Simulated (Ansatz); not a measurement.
`BC(C)=N` + GeH₄ → `C[C](=N)[GeH3]` + BH₃  (formal exchange of groups at a C–B bond)

Computed with Ansatz on PBE0-D4/def2-TZVP structures; ΔE is electronic, products minus reactants. CCSD(T)/CBS is the MP2 limit (def2-TZVPP, def2-QZVPP) plus CCSD(T) − MP2 in def2-TZVPP, frozen cores. This one scheme is used for every species. Functionals use def2-TZVPP. For Ge outer-core shells are correlated without core-valence functions, which leaves a few kJ/mol of doubt a bond. Scalar relativity is left out up to krypton. Each species was taken in one conformer, which may not be the lowest.

| level | ΔE (kcal/mol) |
| --- | --- |
| r2SCAN | 8.3 |
| CCSD(T)/def2-TZVPP | 5.3 |
| HF/def2-QZVPP | 5.7 |
| MP2/def2-QZVPP | 4.6 |

(1) What does CCSD(T)/CBS give? (An estimate is asked.)

Largest T1 diagnostic among the species: 0.015.

Results:

(1) The calculation gave: +5.3 kcal/mol. The listed levels differ from it by 3.0, 0.0, 0.4, -0.7 kcal/mol.

The D4 term adds −1.0 kcal/mol with B3LYP and −0.6 kcal/mol with PBE0; it sums over pairs of atoms, weighted by their polarisabilities, and B3LYP, whose exchange is more repulsive, gets the larger term. From PBE to PBE0 (25 % exact exchange), in def2-TZVPP and without D4, ΔE moves by −1.2 kcal/mol.

B3LYP here is the variant with VWN-RPA as its local correlation; programs differ in this.
